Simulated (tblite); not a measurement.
Question: Give a GFN2-xTB geometry of `O=P([O-])(C(F)(F)F)C(F)(F)F`. (Charge -1.)

Answer: 
```xyz
11
C2F6O2P angstrom
O     -0.7600    0.6850   -1.8487
P     -0.0566    0.7984   -0.5622
O      0.5653    2.0345   -0.0645
C     -1.1977    0.1109    0.8039
F     -1.7341   -1.0958    0.5550
F     -0.6458    0.0143    2.0254
F     -2.2360    0.9575    0.9333
C      1.2347   -0.6030   -0.4624
F      0.7752   -1.8322   -0.7519
F      1.8673   -0.7236    0.7171
F      2.1931   -0.3431   -1.3710
```

Orientation and origin are arbitrary. Atoms count from 1 in this order. Of the pairs four or more bonds apart, F5···F9 is among the closest relative to their van der Waals radii: 2.92 Å, 99 % of the sum of Bondi's values. P2 (phosphoryl phosphorus) has angles from 95.9° to 124.3°. All 6 C–F bonds measure 1.344 to 1.346 Å.

Bonds between heavy atoms (Å): O1=P2 1.471, P2–O3 1.471, P2–C4 1.908, C4–F5 1.344, C4–F6 1.344, C4–F7 1.346, P2–C8 1.908, C8–F9 1.344, C8–F10 1.344, C8–F11 1.346.

Structure optimised with GFN2-xTB, isolated species.

Point group: C2v (every atom within 0.08 Å of its image). Its GFN2-xTB frequencies are all real (lowest 18 cm⁻¹). 2 starts were optimised and ended at 0.00 and 1.15 kcal/mol (GFN2-xTB); the lowest of these is shown.

These are computed values.
